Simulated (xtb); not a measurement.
Be(SH)2 (BeH2S2), SMILES [SH][Be][SH]. All values are semi-empirical tight-binding results from xtb (GFN2-xTB unless named), good for trends rather than for accurate numbers. The structure is a stationary point at GFN2-xTB. One conformer was computed; it need not be the lowest.

Optimised geometry:

```xyz
5

Be     0.0000     0.0000     0.0156
S     -0.0625    -1.9026     0.0505
H      0.8498    -2.2381    -0.8387
S      0.0625     1.9026     0.0505
H     -0.8498     2.2381    -0.8387
```

For metal compounds this method's bond lengths and energies can be far off.

Computed properties:
```
Quantity                                      Result
-------------------------------------  -------------
point group as xtb finds it                       C2
orbital gap                                  4.65 eV
zero-point energy                      11.2 kcal/mol
G − E(el) at 298.15 K (modified RRHO)  -5.9 kcal/mol
```

Computed atomic charges and the Wiberg bond orders between heavy atoms:
charges (e) Be1 0.60, S2 -0.49, H3 0.19, S4 -0.49, H5 0.19. Bond orders Be1–S2 1.08, Be1–S4 1.08.
